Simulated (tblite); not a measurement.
C₅H₆FO₂P.
Structure used (GFN2-xTB), in Å, numbered top down from 1:
```xyz
15
C5H6FO2P angstrom
C     -3.112    0.285   -0.288
O     -2.026    0.370   -1.195
C     -0.801    0.187   -0.694
O     -0.676   -0.064    0.620
C      0.631   -0.215    0.914
F      0.865   -0.468    2.204
C      1.524   -0.097   -0.086
C      3.002   -0.234    0.060
P      0.651    0.249   -1.615
H     -3.157   -0.704    0.175
H     -3.028    1.043    0.494
H     -4.005    0.460   -0.884
H      3.369   -1.043   -0.569
H      3.262   -0.443    1.096
H      3.497    0.684   -0.252
```

Level: GFN2-xTB in tblite, geometry and Hessian alike; calculated harmonic values, unscaled, isolated species. Errors from tens to a few hundred cm⁻¹ against measured bands are possible. One conformer, not necessarily the lowest.

Harmonic wavenumbers (cm⁻¹): 67.0, 80.3, 135.4, 171.7, 171.8, 222.8, 228.2, 339.5, 353.5, 421.6, 465.8, 486.4, 537.3, 555.3, 707.2, 789.7, 904.3, 1027.4, 1037.2, 1093.0, 1116.2, 1139.9, 1184.3, 1241.4, 1252.0, 1324.0, 1400.0, 1401.8, 1451.0, 1463.3, 1463.7, 1473.5, 1641.2, 2957.3, 2970.0, 3014.9, 3027.3, 3040.6, 3043.1.

A = 2410, B = 1094, C = 759.7 MHz; mass 148.009 u (most abundant isotopes); point group Cs, symmetry number 1.

**Question.** What is the zero-point energy?

**Answer.** ½Σν̃ = 22700 cm⁻¹ = 64.90 kcal/mol.

**Question.** What is S at 298.15 K and 1 bar for an ideal gas of classical rigid rotors and harmonic oscillators?

**Answer.** Translation 40.91, rotation 29.46, vibration 26.68: S = 97.1 cal/(mol K).

**Question.** And Cp and H(298.15 K) − H(0)?

**Answer.** Cp = 35.42 cal/(mol K), of which vibrations give 27.47 (their classical limit is 39 R = 77.5); H(298.15 K) − H(0) = 6.68 kcal/mol without the zero-point energy, 4.31 from vibrations.

**Question.** How do the functions run with temperature in this model?

**Answer.** 
```json
{"T (K)": "150", "S (cal/(mol K))": "77.2", "Cp (cal/(mol K))": "23.4", "H − H(0) (kcal/mol)": "2.30", "G − H(0) (kcal/mol)": "-9.29", "ln q(vib)": "2.48"}
{"T (K)": "250", "S (cal/(mol K))": "91.2", "Cp (cal/(mol K))": "31.7", "H − H(0) (kcal/mol)": "5.06", "G − H(0) (kcal/mol)": "-17.73", "ln q(vib)": "4.97"}
{"T (K)": "400", "S (cal/(mol K))": "108.5", "Cp (cal/(mol K))": "42.8", "H − H(0) (kcal/mol)": "10.67", "G − H(0) (kcal/mol)": "-32.74", "ln q(vib)": "8.60"}
{"T (K)": "600", "S (cal/(mol K))": "128.2", "Cp (cal/(mol K))": "54.4", "H − H(0) (kcal/mol)": "20.46", "G − H(0) (kcal/mol)": "-56.47", "ln q(vib)": "13.15"}
{"T (K)": "900", "S (cal/(mol K))": "152.5", "Cp (cal/(mol K))": "65.1", "H − H(0) (kcal/mol)": "38.52", "G − H(0) (kcal/mol)": "-98.71", "ln q(vib)": "19.36"}
```

q(vib) and H(0) count from the zero-point level.

**Question.** Blend soft modes into free rotors: weight 1/[1 + (100 cm⁻¹/ν̃)⁴] for the oscillator and the rest for a rotor with moment μB/(μ + B), μ = h/(8π²ν), B = 10⁻⁴⁴ kg m². What vibrational entropy results?

**Answer.** 25.21 cal/(mol K) in place of 26.68, which changes −T·S at 298.15 K by +0.44 kcal/mol.

**Question.** Which modes carry the vibrational entropy at 298.15 K?

**Answer.** 67.0 cm⁻¹: 4.24; 80.3 cm⁻¹: 3.88; 135.4 cm⁻¹: 2.87; 171.7 cm⁻¹: 2.42; 171.8 cm⁻¹: 2.42; 222.8 cm⁻¹: 1.94 cal/(mol K); the other 33 give 8.92 together.

**Question.** What must be added to the electronic energy to get the Gibbs energy at 298.15 K and 1 bar?

**Answer.** ZPE + [H(298.15 K) − H(0)] − T·S = 64.90 + 6.68 − 28.94 = 42.64 kcal/mol.

Hindered rotation and anharmonicity are outside this model. Other conformers, if any are populated, would add a mixing term that is left out.
